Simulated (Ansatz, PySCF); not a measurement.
C2H9ClSi3, SMILES C=C(Cl)[SiH2][SiH2][SiH3]. Atoms are numbered in the order given.

```xyz
15

C      2.9557    -0.4427     0.0584
C      1.7623     0.1524     0.1430
Cl     1.1913     1.1706    -1.1879
Si     0.5233     0.0047     1.5591
Si    -1.4450    -1.0048     0.7619
Si    -2.3061     0.0909    -1.1355
H      3.3072    -1.0705     0.8820
H      3.6081    -0.3253    -0.8116
H      1.1628    -0.8008     2.6413
H      0.2159     1.3712     2.0719
H     -1.1553    -2.4340     0.4312
H     -2.4631    -0.9804     1.8578
H     -2.3066     1.5666    -0.9231
H     -1.4986    -0.2433    -2.3412
H     -3.7137    -0.3576    -1.3617
```
Charge 0, spin multiplicity 1.

Geometry optimised at B3LYP-D3(BJ)/def2-SVP. The structure was generated by enumeration, and PubChem lists no compound with its InChIKey, so it may never have been made. One conformer was computed; it need not be the lowest.

Two levels are set side by side: PBE-D3(BJ)/def2-SVP (Ansatz, a quantum-chemistry and plane-wave program) and B3LYP-D3(BJ)/def2-SVP (Ansatz). Each level has its own optimised geometry; the coordinates shown are those of the second. Frequencies come from the Hessian of PySCF at each geometry. Differences are taken from unrounded values.

```csv
quantity,B3LYP-D3(BJ),PBE-D3(BJ),PBE-D3(BJ) minus B3LYP-D3(BJ)
mean bond length (Å),1.596,1.604,0.009
bond C1–C2 (Å),1.336,1.346,0.010
bond C2–Cl3 (Å),1.770,1.766,-0.004
bond C2–Si4 (Å),1.887,1.893,0.006
bond Si4–Si5 (Å),2.351,2.355,0.003
bond Si5–Si6 (Å),2.354,2.355,0.001
bond C1–H7 (Å),1.094,1.101,0.008
bond C1–H8 (Å),1.094,1.102,0.008
bond Si4–H9 (Å),1.493,1.507,0.014
bond Si4–H10 (Å),1.492,1.505,0.014
bond Si5–H11 (Å),1.495,1.508,0.013
bond Si5–H12 (Å),1.496,1.509,0.013
bond Si6–H13 (Å),1.491,1.504,0.013
bond Si6–H14 (Å),1.489,1.502,0.013
bond Si6–H15 (Å),1.495,1.507,0.013
highest harmonic wavenumber (cm⁻¹),3237,3177,-60
mean harmonic wavenumber (cm⁻¹),1041,1007,-33
zero-point energy (kcal/mol),58.02,56.17,-1.86
```

GGA bonds tend to be longer and softer than those of functionals with exact exchange. Differences between two approximate levels are no errors against the true value.
